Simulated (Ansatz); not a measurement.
`[F][Sb]([SiH3])[Cl]` + HCl → `[SiH3][Sb]([Cl])[Cl]` + H–F at 298.15 K and 1 bar (ligand exchange at the Sb–F bond).

Program: Ansatz. Geometries: PBE0-D4/def2-TZVP. ΔE: electronic, gas phase. CBS: MP2 limit from def2 TZ/QZ plus the TZ coupled-cluster correction, frozen cores. This one scheme is used for every species. Elements past krypton have def2 core potentials. For Sb outer-core shells are correlated without core-valence functions, which leaves a few kJ/mol of doubt a bond.

| species | CCSD(T)/CBS energy (Eh) | H − E (kJ/mol) | S (J/(mol·K)) |
| --- | --- | --- | --- |
| `[F][Sb]([SiH3])[Cl]` | -1090.53073 | 93.7 | 367.5 |
| HCl | -460.38127 | 26.6 | 186.8 |
| `[SiH3][Sb]([Cl])[Cl]` | -1450.53004 | 92.8 | 377.8 |
| H–F | -100.39570 | 33.5 | 173.6 |

H − E and S are ideal-gas, rigid-rotor, harmonic terms from PBE0-D4/def2-TZVP, for one conformer and one mirror image of each species. 1 Eh = 2625.50 kJ/mol, R = 8.31446 J/(mol·K).

**Question.** By hand: ΔE, ΔH, ΔS and ΔG.

**Answer.** ΔE = (-1450.53004) + (-100.39570) − (-1090.53073) − (-460.38127) = -0.01374 Eh = -36.1 kJ/mol. Δ(H − E) = 92.8 + 33.5 − 93.7 − 26.6 = 6.0, so ΔH = -30.1 kJ/mol. ΔS = 377.8 + 173.6 − 367.5 − 186.8 = -2.9 J/(mol·K). ΔG = -30.1 − 298.15 × (-2.9)/1000 = -29.2 kJ/mol.

**Question.** By hand: the equilibrium constant, and the temperature at which ΔG would vanish if ΔH and ΔS stayed fixed.

**Answer.** log₁₀ K = −ΔG/(RT ln 10) = 5.1. ΔG = 0 at ΔH/ΔS = 10379 K, far beyond where these terms or the molecules hold.

The number of gas molecules stays the same, so ΔS is small and ΔH decides. A doubt of 5 kJ/mol in ΔE shifts log₁₀ K by 0.9 here. Other conformers and mirror images would add mixing entropy, several J/(mol·K) or more a flexible species. These are equilibria of isolated gas molecules and say nothing of rates. Largest T1 diagnostic: 0.014 (customary marks: 0.02 for closed shells, 0.045 for open ones).
